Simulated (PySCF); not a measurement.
Computed with PySCF with PBE-D3(BJ)/def2-TZVP // PBE0-D4/def2-TZVP. Gas-phase values, no solvent. One relaxed conformer stands for a flexible species; it need not be the lowest. Excitations are Tamm–Dancoff values on a coarser integration grid. The basis has no diffuse functions, so Rydberg states are missing or too high.

Reference species (SMILES): `[F][Ga]([F])[F]` (neutral, multiplicity 1).

The T1 excitation (TDA) is 6.11 eV, the S1 oscillator strength is 0.000 and the HOMO–LUMO gap comes out as 6.29 eV.

Changed species: `[F][Ga]([OH])[F]` (H–O–Ga–F torsion 180°) (1 of 3 F replaced by OH; the reference has 0 of 3 F replaced by OH).

### Question
What does the change do to the T1 excitation (TDA), S1 oscillator strength and HOMO–LUMO gap?

### Answer
the T1 excitation (TDA) falls by 0.90 eV, to 5.21 eV; the S1 oscillator strength rises by 0.016, to 0.016; the HOMO–LUMO gap falls by 0.84 eV, to 5.45 eV.
